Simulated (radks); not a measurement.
Results of a calculation; reference values are marked as such.
Coherent X-ray form factor from a spherical all-electron density. Code: a radial shooting solver on a logarithmic mesh with Libxc functionals. Model: Dirac Kohn-Sham, LB94 model potential, spin-unpolarised, spherical densities, finite nucleus; Fermi nuclear charge, rms radius of each element as measured or else 0.836 A^(1/3) + 0.57 fm.

sin(theta)/lambda (1/angstrom),f0 (electrons)
0.05,34.916
0.1,34.667
0.15,34.260
0.2,33.707
0.25,33.022
0.3,32.223
0.4,30.366
0.5,28.301
0.6,26.183
0.8,22.224
1,18.959
1.25,15.780
1.5,13.234
2,9.298

The species is in the configuration that NIST lists as its ground one. Which atom or ion scatters so?

Answer. The lanthanum ion La22+, [Ar] 3d10 4s2 4p5. Extrapolating in s^2 from the first two rows gives f0(0) = 35.0, near the electron count 35; among species with that count, the fall with angle is slower the higher Z, and the table is that of Z = 57; from so few rows the species is fixed only to a neighbour or two.
